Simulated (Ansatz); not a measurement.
Coupled-cluster diagnostics for [GeH5]- (GeH₅⁻), Ansatz.

Geometry of the singlet (PBE0-D4/def2-TZVPD):

```xyz
6

Ge    0.000    0.000    0.000
H     0.130   -1.682   -0.366
H    -0.130    1.683    0.366
H    -1.402   -0.258    0.690
H     0.072    0.341   -1.545
H     1.330   -0.083    0.855
```

Correlated methods freeze 9 core orbitals; core or outer-core shells of Ge are correlated, in sets that lack core-valence functions.

Estimate the CCSD(T) correlation energy, the shares of MP2 and (T), T1 and the reference's ⟨S²⟩ for: charge -1, singlet, own geometry in def2-TZVPPD; charge 0, doublet, vertical in def2-TZVPPD; and the rough time on 4 threads of Arm Neoverse V1 on a shared host.


```
                           state        basis  correlation (eV)  MP2 share (%)  (T) share (%)     T1  ⟨S²⟩ (pure)  wall time
charge -1, singlet, own geometry  def2-TZVPPD            -9.695           89.4            2.9  0.011  0.00 (0.00)        7 s
     charge 0, doublet, vertical  def2-TZVPPD            -9.158           88.9            3.3  0.016  0.82 (0.75)       25 s
```
Customary marks for T1 are 0.02 (closed shells), 0.045 (open shells) and about 0.05 (3d metals). T1 stays under 0.02 throughout.
